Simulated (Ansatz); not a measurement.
Geometry optimisation, RKS PBE-D4/def2-SVP (Ansatz).

The input (input.yaml):

```yaml
crystal:
  periodic: [false, false, false]
  atoms:
    - { symbol: O, position_ang: [0.5493, 1.1122, 1.5997] }
    - { symbol: Si, position_ang: [0.5488, -0.3052, 0.6845] }
    - { symbol: Cl, position_ang: [0.249, -1.9301, 1.9584] }
    - { symbol: C, position_ang: [-0.7268, -0.2868, -0.606] }
    - { symbol: Te, position_ang: [-0.5081, 1.3353, -1.9681] }
    - { symbol: H, position_ang: [-0.4011, 1.1839, 1.9958] }
    - { symbol: H, position_ang: [1.8853, -0.4175, 0.024] }
    - { symbol: H, position_ang: [-0.7351, -1.2332, -1.1765] }
    - { symbol: H, position_ang: [-1.7815, -0.1771, -0.0597] }
    - { symbol: H, position_ang: [1.0032, 0.6672, -2.4492] }
basis:
  gaussian: { orbitals: def2-SVP }
hamiltonian:
  xc: pbe
  dispersion: d4
relax:
  f_tol: 0.02
  max_steps: 50
```

Run as:

```bash
$ ansatz run input.yaml --threads 2 --pin off --max-ram 3072MiB --backend cpu --events-out ev --progress --plain --runs-dir out
```

**Question.** Where does it end, and by what steps?

**Answer.** It converged. The force dipped under the threshold on the way, but the program's further checks kept it going. After 43 steps the energy has fallen by 0.363 eV; H6 moved furthest, 1.17 Å.

```json
{"step": "0", "energy less start (eV)": "0.0000", "largest force component (eV/Å)": "2.786", "accepted": "yes"}
{"step": "2", "energy less start (eV)": "-0.2825", "largest force component (eV/Å)": "0.410", "accepted": "yes"}
{"step": "4", "energy less start (eV)": "-0.3124", "largest force component (eV/Å)": "0.445", "accepted": "yes"}
{"step": "6", "energy less start (eV)": "-0.3143", "largest force component (eV/Å)": "0.297", "accepted": "no"}
{"step": "8", "energy less start (eV)": "-0.3229", "largest force component (eV/Å)": "0.058", "accepted": "yes"}
{"step": "10", "energy less start (eV)": "-0.3248", "largest force component (eV/Å)": "0.052", "accepted": "yes"}
{"step": "12", "energy less start (eV)": "-0.3269", "largest force component (eV/Å)": "0.188", "accepted": "yes"}
{"step": "14", "energy less start (eV)": "-0.3292", "largest force component (eV/Å)": "0.033", "accepted": "yes"}
{"step": "16", "energy less start (eV)": "-0.3303", "largest force component (eV/Å)": "0.181", "accepted": "yes"}
{"step": "18", "energy less start (eV)": "-0.3325", "largest force component (eV/Å)": "0.048", "accepted": "yes"}
{"step": "20", "energy less start (eV)": "-0.3339", "largest force component (eV/Å)": "0.143", "accepted": "yes"}
{"step": "22", "energy less start (eV)": "-0.3339", "largest force component (eV/Å)": "0.498", "accepted": "no"}
{"step": "24", "energy less start (eV)": "-0.3355", "largest force component (eV/Å)": "0.295", "accepted": "no"}
{"step": "26", "energy less start (eV)": "-0.3393", "largest force component (eV/Å)": "0.110", "accepted": "yes"}
{"step": "28", "energy less start (eV)": "-0.3427", "largest force component (eV/Å)": "0.349", "accepted": "yes"}
{"step": "30", "energy less start (eV)": "-0.3479", "largest force component (eV/Å)": "0.280", "accepted": "yes"}
{"step": "32", "energy less start (eV)": "-0.3559", "largest force component (eV/Å)": "0.121", "accepted": "yes"}
{"step": "34", "energy less start (eV)": "-0.3590", "largest force component (eV/Å)": "0.062", "accepted": "yes"}
{"step": "36", "energy less start (eV)": "-0.3600", "largest force component (eV/Å)": "0.191", "accepted": "no"}
{"step": "38", "energy less start (eV)": "-0.3626", "largest force component (eV/Å)": "0.059", "accepted": "yes"}
{"step": "40", "energy less start (eV)": "-0.3629", "largest force component (eV/Å)": "0.039", "accepted": "yes"}
{"step": "42", "energy less start (eV)": "-0.3630", "largest force component (eV/Å)": "0.020", "accepted": "yes"}
{"step": "43", "energy less start (eV)": "-0.3630", "largest force component (eV/Å)": "0.010", "accepted": "yes"}
```

```xyz
10
Properties=species:S:1:pos:R:3
O 0.428 0.964 1.658
Si 0.526 -0.450 0.775
Cl 0.144 -2.016 2.085
C -0.776 -0.460 -0.586
Te -0.705 1.431 -1.702
H 0.127 1.709 1.096
H 1.890 -0.679 0.196
H -0.684 -1.303 -1.299
H -1.793 -0.483 -0.145
H 0.926 1.236 -2.075
```

Whether the end is a true minimum wasn't checked by a vibrational analysis.

The run took 110 s on 2 threads of Arm Neoverse V2, with other jobs on the host, peak memory 0.18 GiB.
